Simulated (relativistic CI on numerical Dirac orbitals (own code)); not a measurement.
Cr⁵⁺: 3s photoemission

Computed with this model: Dirac-Coulomb-Breit CI, orbitals from a KLI potential per configuration, a model potential for QED, valence Slater integrals scaled by 0.7, multiplet model of photoemission in the sudden approximation; configurations [Ar] 3d → [Ne] 3s 3p6 3d; 300 K; Lorentzian 1.05 eV and Gaussian 0.6 eV FWHM. Energies are those of the free ion, without screening or charge transfer. The energies are binding energies and can lie tens of eV above those of solids. Without intra-shell correlation the exchange splitting of an s hole comes out too large, often by half or more. S is read from ⟨S²⟩ = S(S + 1).

Computed curve for free ion, scaled to 100 at the maximum (points under 2 are left out and the grid is thinned):

```tsv
Energy (eV)	Intensity
167.8	2.1
168.0	2.3
168.4	2.8
168.6	3.1
168.8	3.5
169.2	4.6
169.4	5.3
169.8	7.3
170.0	8.9
170.2	10.9
170.6	17.7
170.8	23.6
171.0	32.5
171.4	63.4
171.6	83.0
171.8	97.7
172.2	88.5
172.4	69.7
172.6	51.1
173.0	27.0
173.2	20.6
173.6	13.9
173.8	12.3
174.0	11.5
174.4	12.2
174.6	14.1
174.8	17.4
175.2	28.1
175.4	32.8
175.6	33.8
176.0	24.4
176.2	18.2
176.4	13.3
176.8	7.5
177.0	5.9
177.4	4.0
177.6	3.4
177.8	2.9
178.2	2.3
178.4	2.0
```

The ground state has S = 0.50, and the centroid lies at 172.80 eV.
